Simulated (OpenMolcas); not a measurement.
Mo4+ (d2) among equal point charges was computed by CASSCF with the d shell active (OpenMolcas, ANO-RCC-VDZP on the metal). Its lowest spin-free states, and all those of the highest spin:

```json
{"2S+1": "3", "Degeneracy": "1", "E (cm-1)": "0.0"}
{"2S+1": "3", "Degeneracy": "2", "E (cm-1)": "250.5"}
{"2S+1": "3", "Degeneracy": "2", "E (cm-1)": "4567"}
{"2S+1": "3", "Degeneracy": "1", "E (cm-1)": "6526"}
{"2S+1": "3", "Degeneracy": "1", "E (cm-1)": "9302"}
{"2S+1": "1", "Degeneracy": "1", "E (cm-1)": "11267"}
{"2S+1": "1", "Degeneracy": "2", "E (cm-1)": "11827"}
{"2S+1": "1", "Degeneracy": "2", "E (cm-1)": "12663"}
{"2S+1": "3", "Degeneracy": "2", "E (cm-1)": "15942"}
{"2S+1": "1", "Degeneracy": "2", "E (cm-1)": "19096"}
{"2S+1": "1", "Degeneracy": "1", "E (cm-1)": "19321"}
{"2S+1": "1", "Degeneracy": "2", "E (cm-1)": "21423"}
{"2S+1": "3", "Degeneracy": "1", "E (cm-1)": "23302"}
```

Problem. Is the site octahedral, tetrahedral or cube-like, axial, or of lower symmetry?

Solution. The states with 2S+1 = 3 have orbital degeneracies 1, 2, 2, 1, 1, 2, 1. There are pairs but no triples, so the site is axial: not cubic, but with a proper or improper axis of order three or more. The run had Mo4+ among 6 point charges of -0.75 e arranged as a trigonal antiprism (D3d), 1.91 Å from the ion, with a polar angle of 65.1° against the regular 54.74°.

Spin-orbit coupling mixes the spin-free states strongly: the lowest level takes only 53 % from its leading state, 3A2. Without dynamic correlation the repulsion within the d shell is too large (B by tens of per cent), so at a given field states of lower spin stand too high. Point charges carry no covalency, so the field is a model and not that of real ligands. No measured value stands beside these numbers.
